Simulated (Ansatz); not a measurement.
Cost and result for the atomization energy of `FC[SiH]1CC1` (12 atoms, 12 bonds).

```json
{"atom": "F1", "x (Å)": "0.257", "y (Å)": "2.782", "z (Å)": "0.309"}
{"atom": "C2", "x (Å)": "0.485", "y (Å)": "1.694", "z (Å)": "-0.529"}
{"atom": "Si3", "x (Å)": "0.568", "y (Å)": "0.079", "z (Å)": "0.439"}
{"atom": "C4", "x (Å)": "-0.061", "y (Å)": "-1.444", "z (Å)": "-0.396"}
{"atom": "C5", "x (Å)": "-0.980", "y (Å)": "-0.883", "z (Å)": "0.712"}
{"atom": "H6", "x (Å)": "1.414", "y (Å)": "1.884", "z (Å)": "-1.078"}
{"atom": "H7", "x (Å)": "-0.330", "y (Å)": "1.644", "z (Å)": "-1.259"}
{"atom": "H8", "x (Å)": "1.678", "y (Å)": "-0.021", "z (Å)": "1.410"}
{"atom": "H9", "x (Å)": "-0.440", "y (Å)": "-1.383", "z (Å)": "-1.412"}
{"atom": "H10", "x (Å)": "0.415", "y (Å)": "-2.397", "z (Å)": "-0.189"}
{"atom": "H11", "x (Å)": "-1.928", "y (Å)": "-0.466", "z (Å)": "0.386"}
{"atom": "H12", "x (Å)": "-1.078", "y (Å)": "-1.490", "z (Å)": "1.606"}
```

Total charge 0; spin multiplicity 1. Geometry: relaxed with PBE0-D4/def2-TZVP. It is one conformer, not always the lowest. Program: Ansatz. All runs use 4 threads of an Arm Neoverse V1 on a shared host. Times are those of one run each, without the atoms' runs, and a repeat can differ threefold. Electronic energies, without spin–orbit coupling; frozen cores. CCSD(T)/CBS adds CCSD(T) − MP2 in def2-TZVPP to the MP2 limit, and its time is that of the two runs behind it. T1 = 0.011. B3LYP takes the VWN-RPA correlation (the form of Gaussian; ORCA's B3LYP/G).

CCSD(T)/CBS is a level of theory with its own doubt, some kJ/mol a heavy atom from the limit and from the frozen cores, so smaller differences don't rank the functionals.

```json
{"level": "PBE-D4/def2-TZVPP (with forces)", "functions": "264", "wall time": "2.6 s"}
{"level": "PBE0-D4/def2-TZVPP", "functions": "264", "wall time": "2.9 s"}
{"level": "B3LYP-D4/def2-TZVPP (with forces)", "functions": "264", "wall time": "4.6 s"}
{"level": "r2SCAN-D4/def2-TZVPP (with forces)", "functions": "264", "wall time": "4.8 s"}
{"level": "B2PLYP/def2-TZVPP", "functions": "264", "wall time": "5.5 s"}
{"level": "ωB97X-V/def2-TZVPP", "functions": "264", "wall time": "8 s"}
{"level": "ωB97M-V/def2-TZVPP (with forces)", "functions": "264", "wall time": "11 s"}
{"level": "MP2/def2-QZVPP", "functions": "508", "wall time": "23 s"}
{"level": "CCSD(T)/def2-TZVPP", "functions": "264", "wall time": "2.6 min"}
{"level": "CCSD(T)/CBS(def2)", "functions": "–", "wall time": "3 min"}
```

Question: What atomization energy does each give, and how far from CCSD(T)/CBS? (An estimate is asked.)

Answer: The calculation gave: 
```csv
level,atomization (kcal/mol),difference from CCSD(T)/CBS,per bond
PBE-D4/def2-TZVPP (with forces),1091.5,23.2,1.9
PBE0-D4/def2-TZVPP,1074.9,6.6,0.5
B3LYP-D4/def2-TZVPP (with forces),1068.1,-0.2,0.0
r2SCAN-D4/def2-TZVPP (with forces),1073.7,5.4,0.5
B2PLYP/def2-TZVPP,1057.4,-10.9,-0.9
ωB97X-V/def2-TZVPP,1073.5,5.2,0.4
ωB97M-V/def2-TZVPP (with forces),1073.1,4.8,0.4
MP2/def2-QZVPP,1072.8,4.5,0.4
CCSD(T)/def2-TZVPP,1042.3,-26.0,-2.2
CCSD(T)/CBS(def2),1068.3,0.0,0.0
```

From PBE to PBE0 (25 % exact exchange), in def2-TZVPP and without D4, the atomization energy moves by −15.7 kcal/mol: exact exchange takes away binding that semilocal exchange gives to molecules. In def2-TZVPP, CCSD(T) changes the Hartree–Fock value by +254.7 kcal/mol (the triples alone add +14.9 kcal/mol) and MP2 by +269.8 kcal/mol; breaking electron pairs costs correlation energy, which Hartree–Fock lacks. The D4 term adds +8.4 kcal/mol with B3LYP and +4.4 kcal/mol with PBE0; it sums over pairs of atoms, weighted by their polarisabilities, and B3LYP, whose exchange is more repulsive, gets the larger term.
